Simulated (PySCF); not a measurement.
# Frontier levels across methods

BH10NSi2.
Structure used (PBE0-D3(BJ)/def2-SVP), in Å, numbered top down from 1:
```xyz
14
BH10NSi2 angstrom
N     -1.778    0.208    0.371
B     -1.029   -0.983   -0.442
Si     0.751   -0.277   -1.117
Si     1.896    0.644    0.720
H     -2.034    0.981   -0.245
H     -2.635   -0.133    0.809
H     -1.181    0.595    1.108
H     -1.783   -1.317   -1.343
H     -0.837   -1.880    0.367
H      0.662    0.851   -2.116
H      1.642   -1.316   -1.731
H      2.411   -0.412    1.650
H      0.898    1.437    1.538
H      3.016    1.592    0.422
```

Basis pcSseg-2 throughout (PySCF), one geometry. One conformer (not necessarily the lowest) at the PBE0-D3(BJ)/def2-SVP geometry, without solvent, vibrations or thermal averaging.

Task: How do the orbital energies, the gap and the dipole change with the method?

Result: 
| method | kind | HOMO (eV) | LUMO (eV) | gap (eV) | μ (D) | SCF cycles |
| --- | --- | --- | --- | --- | --- | --- |
| BLYP | GGA | -5.66 | -1.45 | 4.21 | 5.14 | 14 |
| B97-D | GGA | -5.75 | -1.29 | 4.46 | 5.17 | 14 |
| OPBE | GGA | -5.77 | -1.29 | 4.48 | 5.20 | 15 |
| PBE | GGA | -5.80 | -1.44 | 4.36 | 5.15 | 14 |
| KT2 | GGA | -5.86 | -1.48 | 4.39 | 5.05 | 14 |
| KT3 | GGA | -5.86 | -1.61 | 4.25 | 5.08 | 14 |
| BP86 | GGA | -5.89 | -1.32 | 4.57 | 5.16 | 13 |
| LDA | LDA | -5.89 | -1.54 | 4.35 | 5.14 | 13 |
| B97-2 | global hybrid | -6.63 | -0.63 | 6.00 | 5.19 | 13 |
| B3LYP | global hybrid | -6.67 | -0.98 | 5.69 | 5.17 | 12 |
| PBE0 | global hybrid | -6.86 | -0.65 | 6.21 | 5.19 | 12 |
| mPW1PW91 | global hybrid | -6.88 | -0.66 | 6.23 | 5.20 | 12 |
| BHandHLYP | global hybrid | -7.83 | -0.08 | 7.75 | 5.19 | 11 |
| CAM-B3LYP | range-separated hybrid | -8.12 | 0.07 | 8.19 | 5.18 | 12 |
| wB97X-D | range-separated hybrid | -8.64 | 1.11 | 9.74 | 5.23 | 12 |
| HF | Hartree–Fock | -9.34 | 1.72 | 11.06 | 5.26 | 10 |
| LC-wPBE | range-separated hybrid | -9.41 | 1.29 | 10.70 | 5.23 | 12 |

The HOMO spans 3.75 eV, from BLYP down to LC-wPBE, and the gap runs from 4.21 eV (BLYP) to 11.06 eV (HF). Over the methods BLYP (0 %), B97-D (0 %), OPBE (0 %), PBE (0 %), KT2 (0 %), KT3 (0 %), BP86 (0 %), LDA (0 %), B97-2 (21 %), B3LYP (20 %), PBE0 (25 %), mPW1PW91 (25 %), BHandHLYP (50 %), HF (100 %), a straight line through the gap against the share of exact exchange rises by 0.67 eV for each 10 % (correlation coefficient 0.998). The dipole ranges from 5.05 D (KT2) to 5.26 D (HF). This basis has no diffuse functions.
